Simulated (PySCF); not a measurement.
C₆ coefficients of unlike pairs at UHF

Calculated with PySCF 2.14 from the dipole response of each species, C₆(A,B) = (3/π) ∫ α_A(iu) α_B(iu) du, in atomic units, from isotropic polarisabilities. For ions this is the dispersion term alone; charge-induced terms of lower order in 1/R come first.

```tsv
species	configuration	basis	relativity	α (bohr³)	C₆ (like pair)
Mg(2+)	[Ne] (1S)	dyall-av3z (20s13p6d4f)	spin-free X2C	0.4696	0.5581
Be(2+)	1s2 (1S)	def2-TZVPPD (5s4p1d)	none	0.04107	0.008111
S(2+)	[Ne] 3s2 3p2 (3P)	aug-cc-pCVTZ-DK with one added diffuse shell each of s, p, d, f type (9s8p6d4f)	spin-free X2C	7.448	27.15
C(3+)	[He] 2s1 (2S)	aug-cc-pCVQZ-DK (9s8p6d4f2g)	spin-free X2C	3.478	2.886
```

Problem. Estimate C₆ for C(3+) with S(2+).

Solution. The integral gives 8.391. The combination rule 2 C_A C_B / (C_A α_B/α_A + C_B α_A/α_B) gives 8.309 and the geometric mean 8.851.

No spin-orbit coupling is included.

The other pairs:

```csv
pair,C₆
"C(3+), Be(2+)",0.07329
"S(2+), Be(2+)",0.2862
"Be(2+), Mg(2+)",0.06449
"S(2+), Mg(2+)",2.948
"C(3+), Mg(2+)",0.7749
```
